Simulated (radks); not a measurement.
The numbers below are computed, except where a source is named.
Initial-state core-level shifts of neutral tungsten when its valence configuration changes from [Xe] 4f14 5d4 6s2. Level of theory: Dirac Kohn-Sham, LDA (Slater exchange, Perdew-Wang correlation), spin-unpolarised, spherical densities, finite nucleus; open shells fill j = l - 1/2 first; Fermi nuclear charge, rms radius 5.3658 fm (a radial shooting solver on a logarithmic mesh with Libxc functionals). Shifts are changes of the shell-averaged eigenvalues in eV (positive: less bound); the change of the density at the nucleus, which sets a Mossbauer isomer shift, is in e/bohr^3, on a base of 1.419e+06.

| valence | 1s | 3s | 4p | 4d | density at nucleus |
|---|---|---|---|---|---|
| 4f14 5d5 6s1 | +1.725 | +1.820 | +1.826 | +1.832 | -86.4 |
| 4f14 5d3 6s2 6p1 | -3.762 | -3.828 | -3.832 | -3.839 | +33.8 |
| 4f14 5d4 6s1 6p1 | -1.330 | -1.316 | -1.318 | -1.317 | -70.3 |
| 4f14 5d6 | +3.020 | +3.203 | +3.216 | +3.227 | -159.7 |
| 4f14 5d4 6s1.5 6p0.5 | -0.682 | -0.675 | -0.676 | -0.675 | -34.2 |
| 4f13.5 5d3.5 6s2 6p1 | -8.400 | -9.605 | -8.952 | -8.754 | +80.1 |
| 4f14 5d4 6p2 | -2.539 | -2.514 | -2.520 | -2.517 | -148.4 |
| 4f13 5d5 6s1 6p1 | -10.785 | -13.079 | -11.691 | -11.272 | +19.5 |
| 4f13 5d5 6s2 | -9.424 | -11.732 | -10.341 | -9.923 | +94.0 |
